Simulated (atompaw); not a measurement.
# Before and after: PAW (atompaw) potential for Co (Z = 27)

cobalt (Co), PAW, made with atompaw 4.2.0.5 (PBE, scalar-relativistic). Core [Ar], reference 3d7 4s1.5 4p0 (charge +0.5). Waves: 4s (bound): rc 2.10 bohr; 4s channel at -0.15 Ry: rc 3.00 bohr; 4p (bound, empty): rc 3.00 bohr; 4p channel at 4.5 Ry: rc 3.00 bohr; 3d (bound): rc 1.10 bohr; 3d channel at 1.25 Ry: rc 1.10 bohr. Local part: bessel scheme, radius 1.95 bohr. Core correction: smooth core density matched at 1.55 bohr. Augmentation charge: sinc compensation charge, radius 2.60 bohr; PAW radius 3.00 bohr; waves and projectors: custom rrkj gramschmidtortho.

Change: all radii scaled by about 0.85 (s 1.78, p 2.54, d 0.94 bohr); local potential bessel scheme, radius 1.66 bohr; augmentation sinc compensation charge, radius 2.20 bohr; PAW radius 2.54 bohr; waves and projectors: custom rrkj gramschmidtortho; core correction smooth core density matched at 1.32 bohr.

Cutoffs: the cutoffs (Ry, on a coarse ladder) from which the occupation-weighted sum of valence levels, in a spherical-Bessel basis at the reference potential, stays within 10 and 1 mRy of its value at 400 Ry; they do not see the model core or the augmentation charge, which bear on the density cutoff.

**Question.** What does the change do?

**Answer.** The potential gets harder (90 Ry and 160 Ry → 140 Ry and 230 Ry); neither file shows a bound ghost. A smaller radius makes the pseudo-wave follow the all-electron one further in, where it bends more sharply, so more plane waves are needed.

| quantity | base | changed |
| --- | --- | --- |
| cutoff, loose | 90 Ry | 140 Ry |
| cutoff, tight | 160 Ry | 230 Ry |
| loose cutoff by channel (10 mRy a level) | s 6 Ry, d 80 Ry | s 6 Ry, d 110 Ry |
| bound ghosts | none | none |
| lowest overlap eigenvalue by channel | s 0.05, p 0.50, d 1.00 | s 0.00, p 0.86, d 1.00 |

 The cutoffs see the waves, projectors and local potential, not the compensation charge or the core.
